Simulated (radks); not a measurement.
Spherical quantum dot in the effective-mass picture: electrons in a hard-walled sphere of radius 2.61, with a point charge +1 (a donor) at the centre, all in effective atomic units (hartree* = m*/eps^2 hartree, bohr* = eps/m* bohr), one dielectric constant everywhere. Method: non-relativistic Kohn-Sham, PBE, spin-polarised, spherical densities; computed with a radial shooting solver with Libxc functionals. Levels are named by radial order and angular momentum (1s, 1p, 1d, 2s, ...), and open shells are averaged over m.

N = 27, configuration 1s2 1p6 1d10 2s2 1f(up 7, down 0). This is the lowest configuration that the search found. Occupied and some empty levels:

level,occupation,eigenvalue (hartree*),<r> (bohr*)
1s up,1,13.576,1.686
1s down,1,13.677,1.666
1p up,3,14.005,1.797
1p down,3,14.121,1.788
1d up,5,14.694,1.865
1d down,5,14.818,1.861
1f up,7,15.622,1.919
2s up,1,15.722,1.076
1f down,0,15.751,1.916
2s down,1,15.753,1.085
1g up,0,16.770,1.964
1g down,0,16.903,1.962
2p up,0,17.321,1.343
2p down,0,17.369,1.341
2d up,0,18.912,1.482
2d down,0,18.976,1.479

Energy (hartree*): total 221.059, kinetic 71.702, external -17.072, Hartree 184.43, exchange-correlation -18.002.

Electron density:

r (bohr*),n(r) (e/bohr*^3)
0.0736,1.346
0.204,1.032
0.334,0.7906
0.463,0.6058
0.593,0.4676
0.723,0.3699
0.853,0.3095
0.983,0.2852
1.11,0.2959
1.24,0.3403
1.37,0.4133
1.50,0.5035
1.63,0.5917
1.76,0.6525
1.89,0.6590
2.02,0.5919
2.15,0.4519
2.28,0.2705
2.41,0.1073
2.54,0.01280
